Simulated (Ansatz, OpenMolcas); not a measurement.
Strength of the C–H bond: Al(CH3)2F → Al(CH2)(CH3)F + H

Species: Al(CH3)2F, singlet; Al(CH2)(CH3)F, doublet; H atom, doublet. 

Shapes, held fixed at every level: PBE0-D4/def2-TZVP. Flexible molecules stand in one conformer, not always the lowest. Programs: Ansatz 0.2.0, OpenMolcas 26.06. A level may come from different programs for different species; with the same settings they agree closely. Electronic energies: no zero-point or thermal term.

```csv
level,kind,ΔE (kJ/mol),less CCSD(T)/CBS estimate
MP2/def2-SVP,perturbation theory,+421.9,-20.2
PBE/def2-SVP,GGA,+431.9,-10.2
M06-L/def2-SVP,meta-GGA,+430.5,-11.6
TPSS/def2-SVP,meta-GGA,+431.0,-11.1
PBE0/def2-SVP,global hybrid,+429.4,-12.7
B3LYP-D4/def2-TZVPP,global hybrid,+434.2,-7.9
CCSD(T)/def2-SVP,coupled cluster or CI,+424.5,-17.6
CCSD(T)/CBS estimate,coupled cluster or CI,+442.1,0.0
```

The highest level, CCSD(T)/CBS estimate, gives ΔE = +442.1 kJ/mol; the levels span +421.9 to +442.1. The column of differences is taken from that level and isn't an error. No measured value is set beside it here. Open shells run unrestricted. The CBS estimate extrapolates MP2 from def2-TZVPP and def2-QZVPP and adds CCSD(T) − MP2 in the triple-zeta set, cores frozen. CCSD(T)/CBS estimate lies outside the range of all other levels here, so it shouldn't be taken on trust.
